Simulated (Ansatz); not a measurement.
Basis sets compared for the cluster Ge6Bi⁺. The state is a singlet with charge 1. Geometry PBE-D4/def2-SVP. Ansatz on 4 threads of Arm Neoverse V1 on a shared host; times are rough, and most runs start from earlier orbitals.

Cartesian coordinates in Å:
```
Bi 0.1955 0.7849 1.5369
Ge -0.1337 -0.5369 -1.0512
Ge 0.0030 2.0522 -1.1725
Ge 2.2234 0.4719 -0.6479
Ge -1.4037 -1.6708 0.9079
Ge -2.2387 0.7279 -0.2111
Ge 1.3542 -1.8291 0.6379
```

In the def2 sets Bi takes a core potential; there is no spin–orbit coupling. Another isomer (singlet) lies 0.23 eV lower at PBE0-D4/def2-TZVP; other spin states weren't run for this one.

| level | functions | energy (Eh) | HOMO (eV) | LUMO (eV) | wall time |
| --- | --- | --- | --- | --- | --- |
| PBE-D4/def2-SVP | 218 | -12673.2493 | -9.72 | -7.92 | 6 s |
| PBE0-D4/def2-SVP | 218 | -12673.5044 | -10.51 | -7.33 | 16 s |

(1) Estimate the rows for PBE-D4/def2-TZVP (with forces), PBE0-D4/def2-TZVP.

## Answers

(1) 
```csv
level,functions,energy (Eh),HOMO (eV),LUMO (eV),wall time
PBE-D4/def2-TZVP (with forces),338,-12674.8309,-9.64,-7.84,15 s
PBE0-D4/def2-TZVP,338,-12675.0847,-10.41,-7.23,51 s
```
